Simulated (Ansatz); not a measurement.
Born–Oppenheimer molecular dynamics of BFH₄OS (8 atoms, charge 0, multiplicity 1). It starts at the highest image of a converged band. Of that band: The profile has 2 maxima (images 2, 5) with wells between them (image 3): this band takes more than one step, which may be the mechanism or a detour left from its start path. A structure lower than the first end lies on the path between it and the top, so the climb from that side starts below the end, which may itself be a saddle point or a shallow side well. A vibrational analysis at the climbing image gives one clearly imaginary mode, 711i cm⁻¹: a first-order saddle point.

The calculation used RKS revPBE-D4/def2-SVP in Ansatz.

```
ensemble                      : NVE (velocity Verlet)
time step                     : 0.5 fs
steps asked                   : 200
starting velocities drawn for : 300 K
seed                          : 4097
```

Frames 0.5 fs apart, positions in Å, forces in eV/Å.

Velocities at 0 fs (Å/ps):

```
B 0.75 -1.38 2.99
F 2.56 0.51 -1.60
H -4.38 10.32 16.77
O -2.23 1.31 0.57
H 8.94 25.55 -1.20
S -0.61 -0.56 -0.16
H 16.55 -11.27 -35.60
H -22.55 -22.37 14.27
```

```xyz
8
Properties=species:S:1:pos:R:3:forces:R:3 time_fs=0 energy_less_start_eV=0.000 T=300
B -0.188 0.250 0.058 0.00 0.00 0.00
F -0.069 -0.039 1.693 0.00 0.00 0.00
H 0.860 -0.121 -0.436 0.00 0.00 0.00
O -1.437 -0.139 -0.393 0.00 0.00 0.00
H -1.386 -0.947 -0.930 0.00 0.00 0.00
S -0.129 2.240 0.455 0.00 0.00 0.00
H -1.487 2.359 0.506 0.00 0.00 0.00
H -0.075 1.150 1.665 0.00 0.00 0.00
8
Properties=species:S:1:pos:R:3:forces:R:3 time_fs=0.5 energy_less_start_eV=0.005 T=294
B -0.188 0.249 0.059 -0.13 0.14 0.00
F -0.068 -0.038 1.692 -0.02 -0.04 0.08
H 0.858 -0.116 -0.428 0.11 -0.08 -0.08
O -1.438 -0.138 -0.393 0.05 0.37 0.28
H -1.381 -0.934 -0.930 0.00 -0.40 -0.27
S -0.129 2.240 0.455 0.21 -0.05 0.01
H -1.479 2.354 0.489 -0.24 0.04 0.01
H -0.087 1.139 1.672 0.02 0.02 -0.02
8
Properties=species:S:1:pos:R:3:forces:R:3 time_fs=1 energy_less_start_eV=0.017 T=279
B -0.188 0.249 0.061 -0.25 0.27 -0.01
F -0.067 -0.038 1.691 -0.05 -0.08 0.16
H 0.856 -0.111 -0.420 0.22 -0.15 -0.15
O -1.439 -0.137 -0.393 0.10 0.70 0.53
H -1.377 -0.923 -0.931 0.00 -0.76 -0.53
S -0.129 2.240 0.455 0.41 -0.09 0.01
H -1.471 2.348 0.471 -0.46 0.07 0.01
H -0.098 1.128 1.679 0.04 0.04 -0.03
8
Properties=species:S:1:pos:R:3:forces:R:3 time_fs=1.5 energy_less_start_eV=0.032 T=259
B -0.187 0.248 0.062 -0.36 0.39 -0.02
F -0.065 -0.038 1.691 -0.07 -0.13 0.24
H 0.854 -0.106 -0.412 0.32 -0.22 -0.22
O -1.440 -0.136 -0.392 0.14 0.93 0.73
H -1.372 -0.913 -0.934 0.00 -1.02 -0.72
S -0.130 2.240 0.455 0.58 -0.12 0.03
H -1.464 2.343 0.453 -0.66 0.10 0.01
H -0.109 1.117 1.687 0.06 0.07 -0.05
8
Properties=species:S:1:pos:R:3:forces:R:3 time_fs=2 energy_less_start_eV=0.046 T=242
B -0.187 0.248 0.064 -0.44 0.50 -0.04
F -0.064 -0.038 1.690 -0.09 -0.18 0.32
H 0.854 -0.102 -0.405 0.39 -0.27 -0.28
O -1.441 -0.135 -0.392 0.18 1.02 0.82
H -1.368 -0.905 -0.938 0.00 -1.13 -0.81
S -0.130 2.239 0.454 0.71 -0.15 0.04
H -1.459 2.338 0.435 -0.82 0.12 0.00
H -0.120 1.106 1.693 0.07 0.10 -0.05
8
Properties=species:S:1:pos:R:3:forces:R:3 time_fs=2.5 energy_less_start_eV=0.055 T=231
B -0.187 0.247 0.065 -0.49 0.59 -0.07
F -0.063 -0.038 1.689 -0.12 -0.24 0.39
H 0.854 -0.099 -0.398 0.44 -0.32 -0.32
O -1.442 -0.134 -0.391 0.22 0.93 0.79
H -1.363 -0.900 -0.944 -0.02 -1.07 -0.77
S -0.130 2.239 0.454 0.78 -0.17 0.05
H -1.456 2.333 0.418 -0.91 0.14 -0.01
H -0.131 1.096 1.700 0.09 0.13 -0.06
8
Properties=species:S:1:pos:R:3:forces:R:3 time_fs=3 energy_less_start_eV=0.057 T=227
B -0.187 0.247 0.067 -0.50 0.67 -0.11
F -0.061 -0.037 1.689 -0.14 -0.30 0.46
H 0.855 -0.096 -0.392 0.46 -0.35 -0.34
O -1.443 -0.133 -0.390 0.27 0.70 0.64
H -1.359 -0.898 -0.952 -0.05 -0.85 -0.62
S -0.130 2.239 0.454 0.77 -0.18 0.06
H -1.455 2.328 0.400 -0.92 0.15 -0.02
H -0.141 1.085 1.707 0.10 0.17 -0.06
8
Properties=species:S:1:pos:R:3:forces:R:3 time_fs=3.5 energy_less_start_eV=0.057 T=228
B -0.187 0.247 0.068 -0.47 0.72 -0.17
F -0.060 -0.037 1.688 -0.15 -0.35 0.53
H 0.858 -0.094 -0.387 0.44 -0.37 -0.35
O -1.444 -0.132 -0.390 0.33 0.35 0.40
H -1.355 -0.898 -0.962 -0.09 -0.53 -0.38
S -0.130 2.238 0.454 0.69 -0.19 0.07
H -1.457 2.324 0.382 -0.87 0.16 -0.02
H -0.152 1.075 1.713 0.11 0.20 -0.07
8
Properties=species:S:1:pos:R:3:forces:R:3 time_fs=4 energy_less_start_eV=0.056 T=228
B -0.187 0.247 0.070 -0.40 0.76 -0.25
F -0.059 -0.037 1.688 -0.17 -0.41 0.59
H 0.861 -0.093 -0.383 0.39 -0.37 -0.35
O -1.445 -0.130 -0.389 0.38 -0.03 0.12
H -1.351 -0.899 -0.972 -0.13 -0.16 -0.10
S -0.130 2.238 0.454 0.55 -0.19 0.07
H -1.460 2.320 0.364 -0.75 0.16 -0.02
H -0.162 1.066 1.720 0.13 0.24 -0.07
8
Properties=species:S:1:pos:R:3:forces:R:3 time_fs=4.5 energy_less_start_eV=0.059 T=224
B -0.188 0.247 0.071 -0.30 0.78 -0.33
F -0.058 -0.037 1.687 -0.18 -0.46 0.65
H 0.866 -0.093 -0.379 0.31 -0.36 -0.32
O -1.446 -0.129 -0.388 0.43 -0.41 -0.17
H -1.347 -0.900 -0.983 -0.18 0.21 0.19
S -0.130 2.238 0.454 0.35 -0.19 0.06
H -1.465 2.317 0.346 -0.57 0.16 -0.01
H -0.172 1.057 1.726 0.13 0.27 -0.07
8
Properties=species:S:1:pos:R:3:forces:R:3 time_fs=5 energy_less_start_eV=0.066 T=216
B -0.188 0.247 0.072 -0.17 0.78 -0.42
F -0.057 -0.037 1.687 -0.20 -0.51 0.70
H 0.871 -0.094 -0.377 0.20 -0.34 -0.29
O -1.447 -0.128 -0.387 0.48 -0.73 -0.42
H -1.343 -0.901 -0.993 -0.22 0.52 0.44
S -0.130 2.237 0.454 0.12 -0.18 0.04
H -1.472 2.314 0.328 -0.36 0.16 0.01
H -0.181 1.049 1.732 0.14 0.30 -0.07
8
Properties=species:S:1:pos:R:3:forces:R:3 time_fs=5.5 energy_less_start_eV=0.076 T=203
B -0.188 0.248 0.073 -0.03 0.77 -0.51
F -0.056 -0.037 1.686 -0.21 -0.55 0.75
H 0.877 -0.095 -0.375 0.08 -0.31 -0.25
O -1.448 -0.126 -0.386 0.52 -0.97 -0.61
H -1.341 -0.901 -1.002 -0.25 0.75 0.64
S -0.130 2.237 0.454 -0.13 -0.18 0.01
H -1.479 2.311 0.310 -0.12 0.16 0.03
H -0.190 1.041 1.738 0.15 0.33 -0.07
```

Of the whole run (100 fs, mean temperature of the second half 652 K): The conserved energy stayed within 0.14 meV per atom of its start (net change 0.11 meV per atom), so the integration is sound. The kinetic energy rose, since the run started high on the potential surface and went downhill. It ends in pieces (BH3OS + FH), so much of that is their flight and rotation, not heat. A run of 0.1 ps of so small a system gives no equilibrium averages. The orbitals stay closed-shell, which can raise the energy where a bond breaks towards radicals; this wasn't checked here.

Time of the run: 4.5 min on 1 thread of Intel(R) Xeon(R) Platinum 8488C (Sapphire Rapids), with other jobs on the host, peak memory 0.16 GiB.
